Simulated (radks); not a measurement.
These are the eigenvalues of the occupied orbitals of an atom or ion with whole-number occupations (hartree). Method: scalar-relativistic Kohn-Sham, BLYP, spin-polarised, spherical densities, finite nucleus; Fermi nuclear charge, rms radius of each element as measured or else 0.836 A^(1/3) + 0.57 fm; computed with a radial shooting solver on a logarithmic mesh with Libxc functionals.

| orbital | eigenvalue |
|---|---|
| 1s down | -3096.752 |
| 1s up | -3096.752 |
| 2s up | -582.9931 |
| 2s down | -582.9881 |
| 2p up | -508.5907 |
| 2p down | -508.5867 |
| 3s up | -169.9207 |
| 3s down | -169.7767 |
| 3p up | -148.3858 |
| 3p down | -148.2395 |
| 3d up | -125.7877 |
| 3d down | -125.6761 |
| 4s up | -66.36998 |
| 4s down | -66.15752 |
| 4p up | -58.84572 |
| 4p down | -58.64434 |
| 4d up | -50.16257 |
| 4d down | -49.96244 |
| 4f up | -41.05391 |

Which element is it, and in what charge state? The configuration may be excited. Open shells, if any, are filled with parallel spins first.

Answer. Z = 80, mercury, charge +31: Hg31+ in [Kr] 4d10 4f3. The list shows which subshells hold electrons but not how many an open one holds; the 1s level, -3096.8 hartree, gives Z - s = 78.7 by -(Z - s)^2/2, which with screening and relativity narrows Z to a few neighbours, and the depths of the outer levels then fix element, charge and occupations together.
